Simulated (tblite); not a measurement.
C₃H₆NSi₂ (doublet state).
Numbering: `[N:1]#[C:2][C@@H:3]1[SiH:4][CH2:5][SiH2:6]1` (hydrogens: H7 on C3; H8 on Si4; H9, H10 on C5; H11, H12 on Si6)

All values are computed: GFN2-xTB (tblite) harmonic vibrations without scaling, gas phase. Errors from tens to a few hundred cm⁻¹ against measured bands are possible. Modes of hydrogen on silicon can be 10 to 20 % off. Open shells enter through the occupations alone, without spin polarisation, and single modes of such species can be off by tens of per cent.

Harmonic wavenumbers (cm⁻¹): 45.2, 126.9, 166.8, 341.8, 416.3, 433.2, 457.1, 466.6, 497.8, 519.3, 580.9, 653.9, 670.1, 681.6, 701.3, 747.9, 775.0, 911.6, 949.0, 1066.8, 1073.8, 1164.2, 1459.6, 2161.5, 2261.5, 2316.2, 2371.4, 2940.0, 2989.4, 3012.6.

A = 3508, B = 1937, C = 1388 MHz; mass 112.004 u (most abundant isotopes); point group C1, symmetry number 1; spin multiplicity 2.

Task: Zero-point energy?

Result: Half the sum of the wavenumbers: 16480 cm⁻¹ = 47.12 kcal/mol.

Task: Give the ideal-gas entropy at 298.15 K and 1 bar in the rigid-rotor, harmonic-oscillator model (classical rotation).

Result: Translation 40.08, rotation 27.92, vibration 19.00, spin (R ln 2) 1.38: S = 88.4 cal/(mol K).

Task: And Cp and H(298.15 K) − H(0)?

Result: Cp = 31.17 cal/(mol K), of which vibrations give 23.22 (their classical limit is 30 R = 59.6); H(298.15 K) − H(0) = 5.54 kcal/mol without the zero-point energy, 3.17 from vibrations.

Task: Blend soft modes into free rotors: weight 1/[1 + (100 cm⁻¹/ν̃)⁴] for the oscillator and the rest for a rotor with moment μB/(μ + B), μ = h/(8π²ν), B = 10⁻⁴⁴ kg m². What vibrational entropy results?

Result: 17.57 cal/(mol K) in place of 19.00, which changes −T·S at 298.15 K by +0.42 kcal/mol.

Task: How do the functions run with temperature in this model?

Result: 
```
T (K)  S (cal/(mol K))  Cp (cal/(mol K))  H − H(0) (kcal/mol)  G − H(0) (kcal/mol)  ln q(vib)
  150             71.8              17.9                 1.86                -8.92       1.75
  250             83.2              27.3                 4.13               -16.68       3.36
  400             98.5              37.6                 9.06               -30.34       6.07
  600            115.4              45.8                17.47               -51.79       9.72
  900            135.5              53.1                32.40               -89.56      14.74
```

q(vib) and H(0) count from the zero-point level.

Hindered rotation and anharmonicity are outside this model. The structure is chiral; the term R ln 2 for an equal mix with its mirror image is left out.
